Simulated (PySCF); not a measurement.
## How methods differ on the excitation energy of Se

Se [Ar] 3d10 4s2 4p4 (3P) → Se [Ar] 3d10 4s1 4p5 (3P), as a difference of total energies. Computed with PySCF 2.14 in x2c-TZVPPall with one added diffuse shell each of s, p, d type (7s6p5d1f, 57 functions), with scalar relativity by spin-free X2C-1e. Correlated levels: valence: [Ar] 3d10 frozen; valence and next inner shell: [Ne] frozen. The calculations carry no spin-orbit coupling.

| method | excitation energy (cm⁻¹) |
| --- | --- |
| UHF | 94597 |
| LDA | 86929 |
| PBE | 86429 |
| PBE0 | 88738 |
| r2SCAN | 87327 |
| r2SCANh | 88071 |
| M06-2X | 86310 |
| wB97M-V | 89970 |
| B3LYP | 88624 |
| MP2 (valence) | 87594 |
| SCS-MP2 (valence) | 86720 |
| MP2 (valence and next inner shell) | 88356 |
| SCS-MP2 (valence and next inner shell) | 87255 |

A first-order spin-orbit estimate (lowest level to lowest level, LS coupling) adds -0.013 eV.

The upper state lies above the first ionisation limit, where it may autoionise and the basis confines it.
